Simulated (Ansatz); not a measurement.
Ansatz (a program for electronic structure) input (B3LYP/LANL2DZ): The .json file is the Basis Set Exchange's LANL2DZ.

Ansatz 0.2 input:
```yaml
crystal:
  periodic: [false, false, false]
  atoms:
    - {symbol: Si, position_ang: [-0.96272697, 0.01639356, -0.05969868]}
    - {symbol: Cl, position_ang: [0.98761079, -0.01681728, 0.06124173]}
    - {symbol: H, position_ang: [-1.63462977, 1.31893689, -0.08644145]}
    - {symbol: H, position_ang: [-1.67657612, -1.26255284, -0.11888637]}
basis:
  gaussian:
    orbitals: LANL2DZ.json
hamiltonian:
  xc: {name: B3LYP}
total_charge: 1
relax: {f_tol: 0.003, max_steps: 120}
```

**Question.** What final total energy does it give?

**Answer.** -19.68597 Eh.
